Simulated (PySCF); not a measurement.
Compound: C6H7B (charge -1 and doublet state).
Bonds: B1–C2, C2–C3 (aromatic), C3–C4 (aromatic), C4–C5 (aromatic), C5–C6 (aromatic), C6–C7 (aromatic), C2–C7 (aromatic). Hydrogens: H8, H9 on B1; H10 on C3; H11 on C4; H12 on C5; H13 on C6; H14 on C7.

As a line formula: `[BH2-]c1ccccc1` [radical] (charge -1).

The calculation used PySCF, UKS B3LYP, IGLO-III on B C, pcH-1 on H, non-relativistic, mean-field spin-orbit, GIAO. Geometry: PBE0-D3(BJ)/def2-SVP; no solvent, vibrations or thermal averaging. Whether the extra electron is bound in the gas phase wasn't checked; a finite basis holds it in any case. No stability test was run, so a lower SCF solution isn't excluded. No frequencies were computed at this geometry's level, so the symmetric structure isn't shown to be a minimum.

(1) The isotropic 13C couplings, averaged over equivalent nuclei, are +22.9, -21.9, -15.9, +13.0 MHz. Assign them to C2; C3/C7; C4/C6; C5.

(2) The isotropic 1H couplings, averaged over equivalent nuclei, are -29.1, -19.4, -11.0, +3.2 MHz. Assign them to H8/H9; H10/H14; H11/H13; H12.

## Answers

(1) 
```json
{"site": "C2", "a_iso (MHz)": "-21.9", "ρ(0) (bohr⁻³)": "-0.0195", "position": "1 bond from B1", "distance from B1 (Å)": "1.52", "spin population": "+0.03", "largest |T| (MHz)": "4.3"}
{"site": "C3/C7", "a_iso (MHz)": "+13.0", "ρ(0) (bohr⁻³)": "+0.0116", "position": "2 bonds from B1", "distance from B1 (Å)": "2.60", "spin population": "+0.14", "largest |T| (MHz)": "24.7"}
{"site": "C4/C6", "a_iso (MHz)": "-15.9", "ρ(0) (bohr⁻³)": "-0.0141", "position": "3 bonds from B1", "distance from B1 (Å)": "3.88", "spin population": "-0.08", "largest |T| (MHz)": "7.7"}
{"site": "C5", "a_iso (MHz)": "+22.9", "ρ(0) (bohr⁻³)": "+0.0204", "position": "4 bonds from B1", "distance from B1 (Å)": "4.42", "spin population": "+0.30", "largest |T| (MHz)": "41.9"}
```

(2) 
| site | a_iso (MHz) | ρ(0) (bohr⁻³) | position | distance from B1 (Å) | bound to | spin population there | largest \|T\| (MHz) |
| --- | --- | --- | --- | --- | --- | --- | --- |
| H8/H9 | -29.1 | -0.0065 | 1 bond from B1 | 1.23 | B1 | +0.65 | 12.4 |
| H10/H14 | -11.0 | -0.0025 | 3 bonds from B1, on C3 of spin population +0.14 | 2.79 | C3/C7 | +0.14 | 5.7 |
| H11/H13 | +3.2 | +0.0007 | 4 bonds from B1 | 4.75 | C4/C6 | -0.08 | 2.1 |
| H12 | -19.4 | -0.0043 | 5 bonds from B1, on C5 of spin population +0.30 | 5.51 | C5 | +0.30 | 11.5 |

ρ(0) is the spin density at the nucleus and T the dipolar tensor; entries for several nuclei are means. Largest spin populations (Mulliken): B1 (+0.65), C5 (+0.30), C7 (+0.14) and C3 (+0.14). The angles at B1 add up to 360.0°, so it is planar.
